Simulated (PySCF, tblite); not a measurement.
Isomers of C5H4NPS. Level: GFN2-xTB in tblite, geometry and Hessian alike; calculated harmonic values, unscaled, isolated species. Against measured fundamentals such values can be off by several per cent, at times by over 20. One conformer each.

Electronic energies: PBE0/pcSseg-1 single points on the GFN2-xTB geometries (PySCF, gas phase).

```csv
SMILES,"electronic energy, lowest = 0 (kJ/mol)"
Cc1scpc1C#N,0.0
Cc1cpc(C#N)s1,5.3
Cc1pcsc1C#N,12.9
```

Task: How do GFN2-xTB zero-point energies change the relative energies?

Result: 
```
       SMILES  ZPE (kJ/mol)  of it from modes above 1550 cm⁻¹  electronic (kJ/mol)  with ZPE, lowest = 0 (kJ/mol)  lowest mode (cm⁻¹)  rings
  Cc1scpc1C#N         198.0                              86.9                  0.0                            0.0                  8i      1
Cc1cpc(C#N)s1         198.7                              86.7                  5.3                            5.9                  60      1
  Cc1pcsc1C#N         198.1                              86.8                 12.9                           13.0                  30      1
```

The zero-point energies span 0.7 kJ/mol, from `Cc1scpc1C#N` to `Cc1cpc(C#N)s1`. Slightly imaginary modes are left out of the zero-point energy: `Cc1scpc1C#N` 8.3i cm⁻¹. The order is unchanged.

Task: And how do the electronic energies of GFN2-xTB itself compare?

Result: `Cc1scpc1C#N` 2.5; `Cc1cpc(C#N)s1` 0.0; `Cc1pcsc1C#N` 10.2 kJ/mol, lowest = 0. Against the energies above, taken from the same isomer `Cc1scpc1C#N`, the largest difference is 7.8 kJ/mol.
